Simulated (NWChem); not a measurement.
Everything below was run with NWChem. System: HClFHfN, charge 0, spin multiplicity 1, at a geometry optimised with PBE0/def2-SVP with def2 effective core potentials on Hf. The structure started from a generated list of species. Level: TD-B3LYP/def2-SVP with def2 effective core potentials on Hf, VWN1-RPA local correlation.

Job file:

```
start mol
memory heap 200 mb stack 800 mb global 1000 mb
geometry units angstroms nocenter noautoz noautosym
  Hf     0.110165     0.191249    -0.178156
  N     -0.411046    -0.466706    -1.780766
  H     -0.861747    -0.831096    -2.613280
  F     -0.907001     1.764689     0.277958
  Cl     0.233543    -1.503180     1.494366
end
basis spherical
  * library def2-svp
end
ecp
  Hf library def2-ecp
end
dft
  xc b3lyp
  semidirect memsize 60000000 filesize 0
  iterations 100
end
tddft
  rpa
  nroots 6
  notriplet
  thresh 1e-4
end
task tddft energy
```

NWChem printed:

```
             Northwest Computational Chemistry Package (NWChem) 7.3.0
             --------------------------------------------------------

                                NWChem Input Module
                                -------------------

 Scaling coordinates for geometry "geometry" by  1.889725989
 (inverse scale =  0.529177249)

                             Geometry "geometry" -> ""
                             -------------------------

 Output coordinates in angstroms (scale by  1.889725989 to convert to a.u.)

  No.       Tag          Charge          X              Y              Z
 ---- ---------------- ---------- -------------- -------------- --------------
    1 Hf                  72.0000     0.11016500     0.19124900    -0.17815600
    2 N                    7.0000    -0.41104600    -0.46670600    -1.78076600
    3 H                    1.0000    -0.86174700    -0.83109600    -2.61328000
    4 F                    9.0000    -0.90700100     1.76468900     0.27795800
    5 Cl                  17.0000     0.23354300    -1.50318000     1.49436600

 Effective nuclear repulsion energy (a.u.)     668.3665530671

            Nuclear Dipole moment (a.u.)
            ----------------------------
        X                 Y               Z
 ---------------- ---------------- ----------------
     0.0000623610     0.0000585815    -0.0000566918


 Summary of "ao basis" -> "" (spherical)
 ------------------------------------------------------------------------------
       Tag                 Description            Shells   Functions and Types
 ---------------- ------------------------------  ------  ---------------------
 *                          def2-svp                  on all atoms

                                 NWChem DFT Module
                                 -----------------

 Summary of "ao basis" -> "ao basis" (spherical)
 ------------------------------------------------------------------------------
       Tag                 Description            Shells   Functions and Types
 ---------------- ------------------------------  ------  ---------------------
 Hf                         def2-svp                12       32   6s3p2d1f
 N                          def2-svp                 6       14   3s2p1d
 H                          def2-svp                 3        5   2s1p
 F                          def2-svp                 6       14   3s2p1d
 Cl                         def2-svp                 8       18   4s3p1d

 Summary of "ao basis" -> "ao basis" (spherical)
 ------------------------------------------------------------------------------
       Tag                 Description            Shells   Functions and Types
 ---------------- ------------------------------  ------  ---------------------
 Hf                         def2-svp                12       32   6s3p2d1f
 N                          def2-svp                 6       14   3s2p1d
 H                          def2-svp                 3        5   2s1p
 F                          def2-svp                 6       14   3s2p1d
 Cl                         def2-svp                 8       18   4s3p1d

            General Information
            -------------------
          SCF calculation type: DFT
          Wavefunction type:  closed shell.
          No. of atoms     :     5
          No. of electrons :    46
           Alpha electrons :    23
            Beta electrons :    23
          Charge           :     0
          Spin multiplicity:     1
          Use of symmetry is: off; symmetry adaption is: off
          Maximum number of iterations: 100
          AO basis - number of functions:    83
                     number of shells:    35
          Convergence on energy requested:  1.00D-06
          Convergence on density requested:  1.00D-05
          Convergence on gradient requested:  5.00D-04

              XC Information
              --------------
                         B3LYP Method XC Potential
                     Hartree-Fock (Exact) Exchange  0.200
                        Slater Exchange Functional  0.800 local
                    Becke 1988 Exchange Functional  0.720 non-local
              Lee-Yang-Parr Correlation Functional  0.810
                  VWN I RPA Correlation Functional  0.190 local

             Grid Information
             ----------------
          Grid used for XC integration:  medium
          Radial quadrature: Mura-Knowles
          Angular quadrature: Lebedev.
          Tag              B.-S. Rad. Rad. Pts. Rad. Cut. Ang. Pts.
          ---              ---------- --------- --------- ---------
          Hf                  1.55      123          10.0       590
          N                   0.65       49           9.0       434
          H                   0.35       45          11.0       434
          F                   0.50       49          10.0       434
          Cl                  1.00       88          11.0       590
          Grid pruning is: on
          Number of quadrature shells:   354
          Spatial weights used:  Erf1

          Convergence Information
          -----------------------
          Convergence aids based upon iterative change in
          total energy or number of iterations.
          Levelshifting, if invoked, occurs when the
          HOMO/LUMO gap drops below (HL_TOL):  1.00D-02
          DIIS, if invoked, will attempt to extrapolate
          using up to (NFOCK): 10 stored Fock matrices.

                    Damping( 0%)  Levelshifting(0.5)       DIIS
                  --------------- ------------------- ---------------
          dE  on:    start            ASAP                start
[...]
            -------------------
           No. of orbitals :     166
            Alpha orbitals :      83
             Beta orbitals :      83
        Alpha frozen cores :       0
         Beta frozen cores :       0
     Alpha frozen virtuals :       0
      Beta frozen virtuals :       0
         Spin multiplicity :       1
    Number of AO functions :      83
        Use of symmetry is : off
      Symmetry adaption is : off
         Schwarz screening :  0.10D-07

              XC Information
              --------------
                  B3LYP Method XC Potential
              Hartree-Fock (Exact) Exchange   0.20
                 Slater Exchange Functional   0.80 local
             Becke 1988 Exchange Functional   0.72 non-local
       Lee-Yang-Parr Correlation Functional   0.81
           VWN I RPA Correlation Functional   0.19 local

             TDDFT Information
             -----------------
          Calculation type : TDDFT
         Wavefunction type : Restricted singlets
          No. of electrons :      46
           Alpha electrons :      23
            Beta electrons :      23
              No. of roots :       6
          Max subspacesize :    5200
            Max iterations :     100
               Target root :       1
           Target symmetry : none
      Symmetry restriction : off
                 Algorithm : Optimal
        Davidson threshold :  0.10D-03

            Memory Information
            ------------------
          Available GA space size is         131065111 doubles
          Available MA space size is          37532444 doubles
          Length of a trial vector is         1380
          Algorithm : Incore multiple tensor contraction
          Estimated peak GA usage is          29078788 doubles
          Estimated peak MA usage is             25800 doubles

    6 smallest eigenvalue differences (eV)
--------------------------------------------------------
  No. Spin  Occ  Vir  Irrep   E(Occ)    E(Vir)   E(Diff)
--------------------------------------------------------
    1    1   23   24 a        -0.252    -0.123     3.513
    2    1   22   24 a        -0.269    -0.123     3.971
    3    1   21   24 a        -0.323    -0.123     5.420
    4    1   23   25 a        -0.252    -0.053     5.421
    5    1   20   24 a        -0.327    -0.123     5.548
    6    1   22   25 a        -0.269    -0.053     5.879
--------------------------------------------------------

  Entering Davidson iterations
  Restricted singlet excited states

  Iter   NTrls   NConv    DeltaV     DeltaE      Time
  ----  ------  ------  ---------  ---------  ---------
    1      6       0     0.12E+00   0.10+100       26.9
    2     18       0     0.36E-01   0.48E-02       34.6
    3     30       0     0.86E-02   0.46E-03       34.9
    4     42       0     0.26E-02   0.65E-04       34.4
    5     53       1     0.87E-03   0.11E-04       31.7
    6     62       4     0.23E-03   0.57E-06       26.5
    7     66       6     0.74E-04   0.33E-07       18.7
  ----  ------  ------  ---------  ---------  ---------
  Convergence criterion met

  Ground state a        -663.319658113058 a.u.

  ----------------------------------------------------------------------------
  Root   1 singlet a              0.084168427 a.u.                2.2903 eV
  ----------------------------------------------------------------------------
     Transition Moments    X -0.10489   Y  0.13259   Z -0.06297
     Transition Moments   XX -0.28318  XY  0.14719  XZ  0.19879
     Transition Moments   YY  0.08766  YZ -0.52715  ZZ  0.27359
     Dipole Oscillator Strength                    0.0018263972
     Electric Quadrupole                           0.0000000013
     Magnetic Dipole                               0.0000000186
     Total Oscillator Strength                     0.0018264172

          sigma_e =   1.7794 Angstrom
          sigma_h =   1.4245 Angstrom
         |d_h->e| =   1.6877 Angstrom
            d_exc =   2.8338 Angstrom
            d_CD1 =   2.0426 Angstrom
            d_CD2 =   0.0857 Angstrom
            d_CD3 =   4.5214 Angstrom
     Pearson C.C. =   0.0026

     Occ.   23  a   ---  Virt.   24  a    0.99629 X
  ----------------------------------------------------------------------------
  Root   2 singlet a              0.101850162 a.u.                2.7715 eV
  ----------------------------------------------------------------------------
     Transition Moments    X -0.16398   Y  0.04812   Z  0.38832
     Transition Moments   XX  0.39654  XY  0.50718  XZ  1.18758
     Transition Moments   YY -0.03982  YZ  0.37314  ZZ -1.59976
     Dipole Oscillator Strength                    0.0122220171
     Electric Quadrupole                           0.0000000164
     Magnetic Dipole                               0.0000013006
     Total Oscillator Strength                     0.0122233341

          sigma_e =   1.7883 Angstrom
          sigma_h =   1.3558 Angstrom
         |d_h->e| =   1.6252 Angstrom
            d_exc =   2.7684 Angstrom
            d_CD1 =   2.0577 Angstrom
            d_CD2 =   0.0532 Angstrom
            d_CD3 =   4.3937 Angstrom
     Pearson C.C. =   0.0028

     Occ.   22  a   ---  Virt.   24  a   -0.99130 X
     Occ.   22  a   ---  Virt.   26  a   -0.08341 X
     Occ.   23  a   ---  Virt.   25  a    0.07823 X
  ----------------------------------------------------------------------------
  Root   3 singlet a              0.154205053 a.u.                4.1961 eV
  ----------------------------------------------------------------------------
     Transition Moments    X  0.16497   Y  0.03021   Z -0.29805
     Transition Moments   XX  0.14974  XY -0.41057  XZ -0.44114
     Transition Moments   YY  0.32752  YZ -0.07568  ZZ  0.88600
     Dipole Oscillator Strength                    0.0120241262
     Electric Quadrupole                           0.0000000101
     Magnetic Dipole                               0.0000006714
     Total Oscillator Strength                     0.0120248076

          sigma_e =   1.7357 Angstrom
          sigma_h =   1.4629 Angstrom
         |d_h->e| =   1.4929 Angstrom
            d_exc =   2.7155 Angstrom
            d_CD1 =   1.7657 Angstrom
            d_CD2 =  -0.1064 Angstrom
            d_CD3 =   4.2084 Angstrom
     Pearson C.C. =   0.0014

     Occ.   22  a   ---  Virt.   24  a    0.07535 X
     Occ.   23  a   ---  Virt.   25  a    0.99034 X
  ----------------------------------------------------------------------------
  Root   4 singlet a              0.161874563 a.u.                4.4048 eV
  ----------------------------------------------------------------------------
     Transition Moments    X -0.02033   Y  0.12759   Z  0.06725
     Transition Moments   XX -0.18049  XY  0.17520  XZ  0.16641
     Transition Moments   YY -0.30811  YZ -0.06848  ZZ  0.66124
     Dipole Oscillator Strength                    0.0022895347
     Electric Quadrupole                           0.0000000077
     Magnetic Dipole                               0.0000000205
     Total Oscillator Strength                     0.0022895629

          sigma_e =   1.8064 Angstrom
          sigma_h =   1.3939 Angstrom
         |d_h->e| =   2.3949 Angstrom
            d_exc =   3.3029 Angstrom
            d_CD1 =   2.8074 Angstrom
            d_CD2 =   0.7948 Angstrom
            d_CD3 =   5.6978 Angstrom
     Pearson C.C. =   0.0065

     Occ.   21  a   ---  Virt.   24  a   -0.99201 X
     Occ.   22  a   ---  Virt.   25  a    0.09047 X
  ----------------------------------------------------------------------------
  Root   5 singlet a              0.167296354 a.u.                4.5524 eV
  ----------------------------------------------------------------------------
     Transition Moments    X  0.30196   Y -0.06368   Z  0.19059
     Transition Moments   XX  0.78587  XY -0.50908  XZ  0.78833
     Transition Moments   YY  0.01859  YZ -0.23446  ZZ  0.23540
     Dipole Oscillator Strength                    0.0146729879
     Electric Quadrupole                           0.0000000272
     Magnetic Dipole                               0.0000004909
     Total Oscillator Strength                     0.0146735060

          sigma_e =   1.8125 Angstrom
          sigma_h =   1.5304 Angstrom
         |d_h->e| =   2.2448 Angstrom
            d_exc =   3.2743 Angstrom
            d_CD1 =   2.5268 Angstrom
            d_CD2 =   0.5733 Angstrom
            d_CD3 =   5.5190 Angstrom
     Pearson C.C. =  -0.0099

     Occ.   19  a   ---  Virt.   24  a   -0.05810 X
     Occ.   20  a   ---  Virt.   24  a   -0.95166 X
     Occ.   21  a   ---  Virt.   24  a    0.07061 X
     Occ.   22  a   ---  Virt.   25  a    0.26377 X
     Occ.   23  a   ---  Virt.   26  a    0.09124 X
  ----------------------------------------------------------------------------
  Root   6 singlet a              0.167506160 a.u.                4.5581 eV
  ----------------------------------------------------------------------------
     Transition Moments    X  0.08487   Y -0.10977   Z -0.00674
     Transition Moments   XX  0.19861  XY -0.29421  XZ -0.07739
     Transition Moments   YY  0.30313  YZ  0.61615  ZZ -0.04621
     Dipole Oscillator Strength                    0.0021550029
     Electric Quadrupole                           0.0000000126
     Magnetic Dipole                               0.0000007599
     Total Oscillator Strength                     0.0021557754

          sigma_e =   1.7224 Angstrom
          sigma_h =   1.5741 Angstrom
         |d_h->e| =   1.3097 Angstrom
            d_exc =   2.6816 Angstrom
            d_CD1 =   1.4580 Angstrom
            d_CD2 =  -0.3386 Angstrom
            d_CD3 =   3.9913 Angstrom
     Pearson C.C. =  -0.0058

     Occ.   20  a   ---  Virt.   24  a   -0.28228 X
     Occ.   21  a   ---  Virt.   24  a   -0.07502 X
     Occ.   22  a   ---  Virt.   25  a   -0.93793 X
     Occ.   22  a   ---  Virt.   26  a    0.08767 X
     Occ.   22  a   ---  Virt.   30  a    0.05568 X
     Occ.   23  a   ---  Virt.   26  a   -0.11077 X
     Occ.   23  a   ---  Virt.   27  a   -0.07083 X

              Target root =      1
          Target symmetry = none
      Ground state energy =   -663.319658113058
        Excitation energy =      0.084168426800
     Excited state energy =   -663.235489686258

  stored tddft:energy   -663.23548968625755

 Task  times  cpu:      221.3s     wall:      221.3s

 Total times  cpu:      221.4s     wall:      221.4s
```
